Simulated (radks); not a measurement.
Results of a calculation; reference values are marked as such.
Species: the rhenium ion Re64+. Configuration: [Ne] 3s1.

Code: a radial shooting solver on a logarithmic mesh with Libxc functionals. Model: Dirac Kohn-Sham, LB94 model potential, spin-unpolarised, spherical densities, finite nucleus; Fermi nuclear charge, rms radius 5.3698 fm.

Energy parts (hartree):
part                   energy
kinetic            13651.4046
electron-nucleus  -26085.2836
Hartree              896.4121
(The LB94 potential has no energy functional, so no total or exchange-correlation energy is given.)

Orbitals (lengths in bohr, moments of r in powers of bohr; r(max) is where P^2 peaks):
| orbital | occ. | eigenvalue (hartree) | <1/r> | r(max) | <r^2> | <r> |
|---|---|---|---|---|---|---|
| 1s1/2 | 2 | -2846.204 | 88.84 | 0.01123 | 0.0004460 | 0.01800 |
| 2s1/2 | 2 | -654.6875 | 21.98 | 0.06422 | 0.006595 | 0.07443 |
| 2p1/2 | 2 | -638.2081 | 21.93 | 0.04749 | 0.004674 | 0.06137 |
| 2p3/2 | 4 | -583.1783 | 18.34 | 0.05435 | 0.005792 | 0.06913 |
| 3s1/2 | 1 | -271.6475 | 8.984 | 0.1709 | 0.03646 | 0.1785 |

The highest occupied level is 3s1/2 at -7391.9 eV. The electron density at the nucleus is 1.522e+06 e/bohr^3.
